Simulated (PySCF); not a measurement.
Molecule: Al(Me)2(iPr), SMILES C[CH](C)[Al]([CH3])[CH3], singlet. Atoms near the plane z = 1.0 Å, at the GFN2-xTB optimised geometry (x, y, z in Å): Al1 (0.2, -0.7, 0.0), C2 (2.2, -0.7, 0.0), H4 (2.6, -1.7, -0.1), H5 (2.6, -0.3, 0.9), C6 (-0.9, -2.4, 0.0), H7 (-1.8, -2.3, 0.5), H8 (-0.3, -3.2, 0.5), C10 (-0.8, 1.1, 0.0), C12 (0.1, 2.2, -0.3), H13 (-1.3, 1.3, 1.0), H17 (1.0, 2.3, 0.4), H18 (-0.4, 3.2, -0.2).

Computed with CAM-B3LYP/def2-SVP (PySCF). The values are rescaled to run from 0 to 1.

```
|9999999999999999999999999999999|
|9999999999999999999999999999999|
|9999999999999999999999999999999|
|9999999999999999999999999999999|
|9999999999999999999999999999999|
|9999999999999999999999999999999|
|9999999999999999999999999999999|
|9999999999999999999999999999999|
|9999999999999999999999999999999|
|9999999999999999999999999999999|
|9999999999999999999999999999999|
|9999999999976999999999999999999|
|9999999999973999999999999999999|
|9999999999999999999999999999999|
|9999999999999999999999999999999|
|9999999999999999999999899999999|
|9999999999999999999998089999999|
|9999999999999999999999899999999|
|9999999999999999999999999999999|
|9999999999999999999999999999999|
|9999999999999999999999999999999|
|9999999999999999999999999999999|
|9999999999999999999999999999999|
|9999999999999999999999999999999|
|9999999999999999999999999999999|
|9999999999999999999999999999999|
|9999999999999999999999999999999|
|9999999999999999999999999999999|
|9999999999999999999999999999999|
|9999999999999999999999999999999|
|9999999999999999999999999999999|
```
Scale: ten equal steps from 0.000 (start of '0') to 1.00 (end of '9'), in the order '0123456789'; x runs from -5.50 to 5.50, y from -5.50 (bottom) to 5.50 (top).

### Question
Which quantity is mapped?
(A) log10 of the electron density
(B) electron localisation function
(C) Laplacian of the electron density
(D) an orbital amplitude

### Answer
C, Laplacian of the electron density. In full: Laplacian of the electron density (e/bohr⁵), clipped to [-1.50, 1.50].
